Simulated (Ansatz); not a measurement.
Two isomers of C4H2F4: A = `FC(F)=CC=C(F)F`, B = `FC1=C(F)[C@@H](F)[C@@H]1F`.

Isolated molecules relaxed with PBE0-D4/def2-TZVP in Ansatz; ΔE leaves out vibrations. CCSD(T)/CBS is the MP2 limit (def2-TZVPP, def2-QZVPP) plus CCSD(T) − MP2 in def2-TZVPP, frozen cores. Functionals use def2-TZVPP. Each species was taken in one conformer, which may not be the lowest.

Question: Which isomer does CCSD(T)/CBS put lower? Give the gap. (Estimate.)

Answer: Ansatz gave: A, by 15.2 kcal/mol.

Question: Give E(B) − E(A) in kcal/mol with BLYP-D4, PBE-D4, r2SCAN-D4, CCSD(T)/def2-SVP, LDA (SPW92), CCSD(T)/def2-TZVPP, MP2/def2-TZVPP. (Estimate.)

Answer: Computed: BLYP-D4 21.3, PBE-D4 17.0, r2SCAN-D4 19.6, CCSD(T)/def2-SVP 21.1, LDA (SPW92) 16.7, CCSD(T)/def2-TZVPP 16.1, MP2/def2-TZVPP 15.4. None reverses the order clearly.

Question: Does the order hold for the free energy at 298.15 K (harmonic terms from PBE0-D4)? (Best estimate.)

Answer: The calculation gave: Yes: G(B) − G(A) = +16.9 kcal/mol, for one conformer each.

Largest T1 diagnostic: 0.013.

From PBE to PBE0 (25 % exact exchange), in def2-TZVPP and without D4, E(B) − E(A) moves by −2.0 kcal/mol. Leaving LDA and LC-ωPBE aside and taking each functional with its dispersion term where it has one, the values, not all of them listed here, spread over 7.5 kcal/mol, from ωB97X-V to BLYP-D4.
